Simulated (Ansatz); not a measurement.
Geometry optimisation, RKS BHLYP-D4/def2-SVP (Ansatz).

Input:

```yaml
crystal:
  periodic: [false, false, false]
  atoms:
    - { symbol: W, position_ang: [0.0, 0.0, 0.0] }
    - { symbol: F, position_ang: [0.0, 0.0, 2.2] }
    - { symbol: F, position_ang: [1.85, 0.0, 0.0] }
    - { symbol: O, position_ang: [0.0, 1.94, 0.0] }
    - { symbol: H, position_ang: [-0.6343, 2.2771, -0.71] }
    - { symbol: F, position_ang: [-1.85, 0.0, 0.0] }
    - { symbol: F, position_ang: [0.0, -1.85, 0.0] }
    - { symbol: F, position_ang: [0.0, 0.0, -1.85] }
    - { symbol: Cl, position_ang: [1.7678, 1.8416, 0.8482] }
    - { symbol: H, position_ang: [0.8742, 0.9107, 2.0396] }
basis:
  gaussian: { orbitals: def2-SVP }
hamiltonian:
  xc: { name: BHLYP }
  dispersion: d4
relax:
  f_tol: 0.15
  max_steps: 25
  restrain:
    - { distance: [0, 8], at: 3.59, k: 30.0 }
    - { distance: [9, 1], at: 2.12, k: 30.0 }
    - { distance: [0, 1], at: 1.85, k: 30.0 }
    - { distance: [9, 8], at: 1.37, k: 30.0 }
```

Run as:

```bash
$ ansatz run input.yaml --threads 4 --pin off --max-ram 5120MiB --backend cpu --events-out ev --progress --plain --runs-dir out
```

Question: Where does it end, and by what steps?

Answer: It converged. The restraints hold the end off the free minimum. After 20 steps the energy has fallen by 7.883 eV (the restraints' own energy left out); H5 moved furthest, 0.92 Å. The start is strongly strained (largest force component 8 eV/Å), so its close contacts needn't be bonds. Parted: W1–Cl9 (2.69 → 3.61 Å). Joined: Cl9–H10 (1.76 → 1.33 Å).

```csv
step,energy less start (eV),largest force component (eV/Å),accepted
0,0.0000,8.376,yes
1,-2.3119,6.917,yes
2,-4.4967,5.936,yes
3,-6.2357,4.635,yes
4,-7.2282,1.423,yes
5,-7.5826,1.112,yes
6,-7.6980,1.121,yes
7,-7.7615,1.137,yes
8,-7.7877,1.110,yes
9,-7.7925,1.214,yes
10,-7.8223,1.203,yes
11,-7.8254,1.331,yes
12,-7.8329,1.297,yes
13,-7.8460,1.252,yes
14,-7.8542,1.249,yes
15,-7.8641,1.264,yes
16,-7.8648,1.261,yes
17,-7.8735,1.199,yes
18,-7.8823,1.196,yes
19,-7.8800,1.287,yes
20,-7.8830,1.273,yes
```

```xyz
10
Properties=species:S:1:pos:R:3
W -0.184 -0.129 -0.188
F -0.047 0.050 1.654
F 1.643 -0.101 -0.398
O -0.295 1.669 -0.372
H 0.033 2.536 -0.129
F -2.003 -0.336 -0.009
F 0.017 -1.937 0.130
F -0.380 -0.457 -1.984
Cl 1.920 2.299 1.468
H 1.303 1.525 2.356
```

The run took 68 s on 4 threads of Arm Neoverse V2 (shared host), peak memory 0.47 GiB.
